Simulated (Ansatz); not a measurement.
## Molecular dynamics of BCl$_{2}$H$_{5}$NP

Input file:

```yaml
crystal:
  periodic: [false, false, false]
  atoms:
    - { symbol: B, position_ang: [-0.312902, 0.13081, 0.449603] }
    - { symbol: "N", position_ang: [0.235662, -0.12561, 1.87548] }
    - { symbol: H, position_ang: [-0.37436, -0.684791, 2.4866] }
    - { symbol: H, position_ang: [1.215022, -0.436528, 1.935471] }
    - { symbol: Cl, position_ang: [0.968712, 0.21687, -0.81892] }
    - { symbol: Cl, position_ang: [-1.890327, -0.646245, 0.05338] }
    - { symbol: P, position_ang: [-0.794198, 2.603424, 1.161319] }
    - { symbol: H, position_ang: [-0.400524, 2.842424, -0.190525] }
    - { symbol: H, position_ang: [-2.167807, 2.30978, 0.892677] }
    - { symbol: H, position_ang: [-0.070178, 1.164266, 1.846617] }
basis:
  gaussian: { orbitals: def2-SVP }
hamiltonian:
  xc: blyp
md:
  timestep: 0.5
  n_steps: 200
  ensemble: nve
  temperature: 300.0
  initial_velocities: maxwell_boltzmann
  seed: 3507
```

Run as:

```bash
$ ansatz run input.yaml --threads 2 --pin off --max-ram 3072MiB --backend cpu --events-out ev --progress --plain --runs-dir out
```

It starts at the highest image of a converged band. Of that band: The profile has 2 maxima (images 5, 7) with wells between them (image 6): this band takes more than one step, which may be the mechanism or a detour left from its start path. Neighbouring images differ by up to 2.1 eV, so the band resolves the path poorly. A vibrational analysis at the climbing image gives one clearly imaginary mode, 1380i cm⁻¹: a first-order saddle point.

Output, in part (one step line in 3, the closing report, with atoms numbered from 0):

```
md step     0: t =     0.00 fs  T =   300.0 K  F+E_penalty+E_count = -36569.10050923 eV  E_kin = 0.310224 eV  conserved = -36568.79028523 eV  (29 SCF iters)
md step     3: t =     1.50 fs  T =   235.8 K  F+E_penalty+E_count = -36569.03283320 eV  E_kin = 0.243873 eV  conserved = -36568.78896047 eV  (32 SCF iters)
md step     6: t =     3.00 fs  T =   178.2 K  F+E_penalty+E_count = -36568.97274498 eV  E_kin = 0.184319 eV  conserved = -36568.78842582 eV  (32 SCF iters)
md step     9: t =     4.50 fs  T =   193.1 K  F+E_penalty+E_count = -36568.98888422 eV  E_kin = 0.199638 eV  conserved = -36568.78924653 eV  (32 SCF iters)
md step    12: t =     6.00 fs  T =   205.2 K  F+E_penalty+E_count = -36569.00078343 eV  E_kin = 0.212149 eV  conserved = -36568.78863401 eV  (32 SCF iters)
md step    15: t =     7.50 fs  T =   267.4 K  F+E_penalty+E_count = -36569.06510714 eV  E_kin = 0.276552 eV  conserved = -36568.78855545 eV  (31 SCF iters)
md step    18: t =     9.00 fs  T =   389.0 K  F+E_penalty+E_count = -36569.19191014 eV  E_kin = 0.402287 eV  conserved = -36568.78962295 eV  (30 SCF iters)
md step    21: t =    10.50 fs  T =   459.1 K  F+E_penalty+E_count = -36569.26498760 eV  E_kin = 0.474768 eV  conserved = -36568.79022009 eV  (31 SCF iters)
md step    24: t =    12.00 fs  T =   439.8 K  F+E_penalty+E_count = -36569.24431290 eV  E_kin = 0.454744 eV  conserved = -36568.78956865 eV  (31 SCF iters)
md step    27: t =    13.50 fs  T =   441.9 K  F+E_penalty+E_count = -36569.24583429 eV  E_kin = 0.456974 eV  conserved = -36568.78886065 eV  (31 SCF iters)
md step    30: t =    15.00 fs  T =   555.6 K  F+E_penalty+E_count = -36569.36426352 eV  E_kin = 0.574540 eV  conserved = -36568.78972368 eV  (31 SCF iters)
md step    33: t =    16.50 fs  T =   680.7 K  F+E_penalty+E_count = -36569.49411946 eV  E_kin = 0.703872 eV  conserved = -36568.79024721 eV  (31 SCF iters)
md step    36: t =    18.00 fs  T =   737.3 K  F+E_penalty+E_count = -36569.55184142 eV  E_kin = 0.762394 eV  conserved = -36568.78944789 eV  (30 SCF iters)
md step    39: t =    19.50 fs  T =   784.3 K  F+E_penalty+E_count = -36569.60035385 eV  E_kin = 0.810980 eV  conserved = -36568.78937338 eV  (31 SCF iters)
md step    42: t =    21.00 fs  T =   856.0 K  F+E_penalty+E_count = -36569.67353657 eV  E_kin = 0.885196 eV  conserved = -36568.78834099 eV  (30 SCF iters)
md step    45: t =    22.50 fs  T =  1058.4 K  F+E_penalty+E_count = -36569.88342503 eV  E_kin = 1.094458 eV  conserved = -36568.78896750 eV  (30 SCF iters)
md step    48: t =    24.00 fs  T =  1312.7 K  F+E_penalty+E_count = -36570.14829117 eV  E_kin = 1.357427 eV  conserved = -36568.79086380 eV  (30 SCF iters)
md step    51: t =    25.50 fs  T =  1413.2 K  F+E_penalty+E_count = -36570.25189207 eV  E_kin = 1.461407 eV  conserved = -36568.79048475 eV  (30 SCF iters)
md step    54: t =    27.00 fs  T =  1425.9 K  F+E_penalty+E_count = -36570.26280573 eV  E_kin = 1.474509 eV  conserved = -36568.78829645 eV  (30 SCF iters)
md step    57: t =    28.50 fs  T =  1593.5 K  F+E_penalty+E_count = -36570.43711480 eV  E_kin = 1.647770 eV  conserved = -36568.78934431 eV  (30 SCF iters)
md step    60: t =    30.00 fs  T =  1797.6 K  F+E_penalty+E_count = -36570.65022284 eV  E_kin = 1.858868 eV  conserved = -36568.79135495 eV  (30 SCF iters)
md step    63: t =    31.50 fs  T =  1819.1 K  F+E_penalty+E_count = -36570.67074352 eV  E_kin = 1.881059 eV  conserved = -36568.78968493 eV  (30 SCF iters)
md step    66: t =    33.00 fs  T =  1779.2 K  F+E_penalty+E_count = -36570.62961900 eV  E_kin = 1.839795 eV  conserved = -36568.78982406 eV  (30 SCF iters)
md step    69: t =    34.50 fs  T =  1703.9 K  F+E_penalty+E_count = -36570.55118218 eV  E_kin = 1.762021 eV  conserved = -36568.78916165 eV  (30 SCF iters)
md step    72: t =    36.00 fs  T =  1673.1 K  F+E_penalty+E_count = -36570.51864480 eV  E_kin = 1.730146 eV  conserved = -36568.78849839 eV  (30 SCF iters)
md step    75: t =    37.50 fs  T =  1761.0 K  F+E_penalty+E_count = -36570.61053743 eV  E_kin = 1.821024 eV  conserved = -36568.78951364 eV  (30 SCF iters)
md step    78: t =    39.00 fs  T =  1845.6 K  F+E_penalty+E_count = -36570.69931508 eV  E_kin = 1.908463 eV  conserved = -36568.79085188 eV  (30 SCF iters)
md step    81: t =    40.50 fs  T =  1788.6 K  F+E_penalty+E_count = -36570.63944830 eV  E_kin = 1.849539 eV  conserved = -36568.78990920 eV  (31 SCF iters)
md step    84: t =    42.00 fs  T =  1700.6 K  F+E_penalty+E_count = -36570.54755499 eV  E_kin = 1.758580 eV  conserved = -36568.78897469 eV  (31 SCF iters)
md step    87: t =    43.50 fs  T =  1691.3 K  F+E_penalty+E_count = -36570.53895247 eV  E_kin = 1.748976 eV  conserved = -36568.78997628 eV  (30 SCF iters)
md step    90: t =    45.00 fs  T =  1657.4 K  F+E_penalty+E_count = -36570.50410752 eV  E_kin = 1.713884 eV  conserved = -36568.79022391 eV  (31 SCF iters)
md step    93: t =    46.50 fs  T =  1555.2 K  F+E_penalty+E_count = -36570.39764458 eV  E_kin = 1.608218 eV  conserved = -36568.78942635 eV  (31 SCF iters)
md step    96: t =    48.00 fs  T =  1446.1 K  F+E_penalty+E_count = -36570.28501604 eV  E_kin = 1.495396 eV  conserved = -36568.78962021 eV  (31 SCF iters)
md step    99: t =    49.50 fs  T =  1328.3 K  F+E_penalty+E_count = -36570.16218995 eV  E_kin = 1.373517 eV  conserved = -36568.78867304 eV  (30 SCF iters)
md step   102: t =    51.00 fs  T =  1319.1 K  F+E_penalty+E_count = -36570.15204602 eV  E_kin = 1.364014 eV  conserved = -36568.78803176 eV  (30 SCF iters)
md step   105: t =    52.50 fs  T =  1472.2 K  F+E_penalty+E_count = -36570.31227270 eV  E_kin = 1.522405 eV  conserved = -36568.78986735 eV  (30 SCF iters)
md step   108: t =    54.00 fs  T =  1593.8 K  F+E_penalty+E_count = -36570.43841131 eV  E_kin = 1.648161 eV  conserved = -36568.79025061 eV  (30 SCF iters)
md step   111: t =    55.50 fs  T =  1616.8 K  F+E_penalty+E_count = -36570.46186609 eV  E_kin = 1.671862 eV  conserved = -36568.79000440 eV  (31 SCF iters)
md step   114: t =    57.00 fs  T =  1603.7 K  F+E_penalty+E_count = -36570.44718466 eV  E_kin = 1.658331 eV  conserved = -36568.78885319 eV  (30 SCF iters)
md step   117: t =    58.50 fs  T =  1674.9 K  F+E_penalty+E_count = -36570.52160425 eV  E_kin = 1.731974 eV  conserved = -36568.78963042 eV  (30 SCF iters)
md step   120: t =    60.00 fs  T =  1771.4 K  F+E_penalty+E_count = -36570.62149186 eV  E_kin = 1.831761 eV  conserved = -36568.78973124 eV  (30 SCF iters)
md step   123: t =    61.50 fs  T =  1850.4 K  F+E_penalty+E_count = -36570.70360055 eV  E_kin = 1.913496 eV  conserved = -36568.79010500 eV  (30 SCF iters)
md step   126: t =    63.00 fs  T =  1859.6 K  F+E_penalty+E_count = -36570.71292537 eV  E_kin = 1.922930 eV  conserved = -36568.78999547 eV  (30 SCF iters)
md step   129: t =    64.50 fs  T =  1815.0 K  F+E_penalty+E_count = -36570.66549280 eV  E_kin = 1.876884 eV  conserved = -36568.78860835 eV  (31 SCF iters)
md step   132: t =    66.00 fs  T =  1874.7 K  F+E_penalty+E_count = -36570.72716408 eV  E_kin = 1.938640 eV  conserved = -36568.78852403 eV  (31 SCF iters)
md step   135: t =    67.50 fs  T =  2050.2 K  F+E_penalty+E_count = -36570.90984579 eV  E_kin = 2.120027 eV  conserved = -36568.78981862 eV  (30 SCF iters)
md step   138: t =    69.00 fs  T =  2186.2 K  F+E_penalty+E_count = -36571.05107655 eV  E_kin = 2.260726 eV  conserved = -36568.79035062 eV  (30 SCF iters)
md step   141: t =    70.50 fs  T =  2205.3 K  F+E_penalty+E_count = -36571.07074905 eV  E_kin = 2.280440 eV  conserved = -36568.79030945 eV  (30 SCF iters)
md step   144: t =    72.00 fs  T =  2128.1 K  F+E_penalty+E_count = -36570.99019584 eV  E_kin = 2.200670 eV  conserved = -36568.78952556 eV  (30 SCF iters)
md step   147: t =    73.50 fs  T =  2071.4 K  F+E_penalty+E_count = -36570.93103151 eV  E_kin = 2.141985 eV  conserved = -36568.78904668 eV  (30 SCF iters)
md step   150: t =    75.00 fs  T =  2094.2 K  F+E_penalty+E_count = -36570.95571583 eV  E_kin = 2.165570 eV  conserved = -36568.79014538 eV  (30 SCF iters)
md step   153: t =    76.50 fs  T =  2073.6 K  F+E_penalty+E_count = -36570.93472688 eV  E_kin = 2.144243 eV  conserved = -36568.79048375 eV  (30 SCF iters)
md step   156: t =    78.00 fs  T =  1934.3 K  F+E_penalty+E_count = -36570.79032840 eV  E_kin = 2.000245 eV  conserved = -36568.79008304 eV  (30 SCF iters)
md step   159: t =    79.50 fs  T =  1738.4 K  F+E_penalty+E_count = -36570.58566886 eV  E_kin = 1.797624 eV  conserved = -36568.78804477 eV  (30 SCF iters)
md step   162: t =    81.00 fs  T =  1690.4 K  F+E_penalty+E_count = -36570.53673870 eV  E_kin = 1.747965 eV  conserved = -36568.78877399 eV  (30 SCF iters)
md step   165: t =    82.50 fs  T =  1735.5 K  F+E_penalty+E_count = -36570.58427599 eV  E_kin = 1.794612 eV  conserved = -36568.78966421 eV  (30 SCF iters)
md step   168: t =    84.00 fs  T =  1761.1 K  F+E_penalty+E_count = -36570.61100890 eV  E_kin = 1.821091 eV  conserved = -36568.78991808 eV  (31 SCF iters)
md step   171: t =    85.50 fs  T =  1729.3 K  F+E_penalty+E_count = -36570.57879539 eV  E_kin = 1.788269 eV  conserved = -36568.79052652 eV  (32 SCF iters)
md step   174: t =    87.00 fs  T =  1610.7 K  F+E_penalty+E_count = -36570.45480256 eV  E_kin = 1.665561 eV  conserved = -36568.78924170 eV  (31 SCF iters)
md step   177: t =    88.50 fs  T =  1550.3 K  F+E_penalty+E_count = -36570.39175974 eV  E_kin = 1.603108 eV  conserved = -36568.78865208 eV  (30 SCF iters)
md step   180: t =    90.00 fs  T =  1618.0 K  F+E_penalty+E_count = -36570.46303888 eV  E_kin = 1.673188 eV  conserved = -36568.78985134 eV  (30 SCF iters)
md step   183: t =    91.50 fs  T =  1661.6 K  F+E_penalty+E_count = -36570.50879599 eV  E_kin = 1.718214 eV  conserved = -36568.79058175 eV  (31 SCF iters)
md step   186: t =    93.00 fs  T =  1582.9 K  F+E_penalty+E_count = -36570.42596823 eV  E_kin = 1.636802 eV  conserved = -36568.78916618 eV  (31 SCF iters)
md step   189: t =    94.50 fs  T =  1527.5 K  F+E_penalty+E_count = -36570.36771491 eV  E_kin = 1.579562 eV  conserved = -36568.78815335 eV  (32 SCF iters)
md step   192: t =    96.00 fs  T =  1620.2 K  F+E_penalty+E_count = -36570.46417687 eV  E_kin = 1.675392 eV  conserved = -36568.78878449 eV  (31 SCF iters)
md step   195: t =    97.50 fs  T =  1790.9 K  F+E_penalty+E_count = -36570.64163752 eV  E_kin = 1.851885 eV  conserved = -36568.78975257 eV  (30 SCF iters)
md step   198: t =    99.00 fs  T =  1928.7 K  F+E_penalty+E_count = -36570.78438585 eV  E_kin = 1.994442 eV  conserved = -36568.78994374 eV  (30 SCF iters)
md step   200: t =   100.00 fs  T =  1982.2 K  F+E_penalty+E_count = -36570.84053544 eV  E_kin = 2.049730 eV  conserved = -36568.79080509 eV  (29 SCF iters)
Total energy: -36570.84092563 eV, -1343.9536154108 hartree
Atom 0 at    -0.003759    -0.828646     0.420920 Å, force    -0.593606     0.302179    -1.575609 eV/Å
Atom 1 at     0.521693    -1.749988     1.307568 Å, force     0.016492    -0.078416     0.272078 eV/Å
Atom 2 at    -0.065822    -2.463596     1.694214 Å, force    -0.926567    -0.370075     0.659733 eV/Å
Atom 3 at     1.338180    -2.212900     0.977225 Å, force     1.647503    -0.233494    -0.116311 eV/Å
Atom 4 at     1.140557    -0.022071    -0.767710 Å, force    -0.701076    -0.094846     0.647906 eV/Å
Atom 5 at    -1.807405    -0.758809     0.214570 Å, force     0.559789     0.480312     0.119533 eV/Å
Atom 6 at    -1.336344     4.006670     1.150919 Å, force    -0.448978    -0.404895    -0.468386 eV/Å
Atom 7 at     0.031685     3.582854     1.075796 Å, force     0.175715     0.142956     0.102444 eV/Å
Atom 8 at    -1.576833     3.237060     2.330219 Å, force    -0.079301    -0.252150     0.136984 eV/Å
Atom 9 at    -1.115790     5.156333     1.942353 Å, force     0.350028     0.508427     0.221628 eV/Å
Dipole moment:     0.249174    -0.475021     0.348689 e Å
```

All steps were run. The conserved energy stayed within 0.25 meV per atom of its start (net change -0.052 meV per atom), so the integration is sound. The kinetic energy rose, since the run started high on the potential surface and went downhill. It ends in pieces (BCl2H2N + H3P), so much of that is their flight and rotation, not heat. A run of 0.1 ps of so small a system gives no equilibrium averages. The orbitals stay closed-shell, which can raise the energy where a bond breaks towards radicals; this wasn't checked here.

Between its relaxed ends the band would form B1–P7, N2–H10 and break P7–H10. These pairs go: B1–P7 2.62 → 5.07 Å, N2–H10 1.33 → 7.13 Å, P7–H10 1.75 → 1.41 Å. In the last frame they stand as before the step (other bonds may differ from the relaxed reactants and products). It ends as BCl2H2N + H3P. Pairs count as bonded within 1.25 times the sum of covalent radii (0.12 Å more for H–H).

Last frame:

```xyz
10
Properties=species:S:1:pos:R:3
B -0.004 -0.829 0.421
N 0.522 -1.750 1.308
H -0.066 -2.464 1.694
H 1.338 -2.213 0.977
Cl 1.141 -0.022 -0.768
Cl -1.807 -0.759 0.215
P -1.336 4.007 1.151
H 0.032 3.583 1.076
H -1.577 3.237 2.330
H -1.116 5.156 1.942
```

The run took 7.8 min on 2 threads of Arm Neoverse V1, on a shared host, peak memory 0.16 GiB.
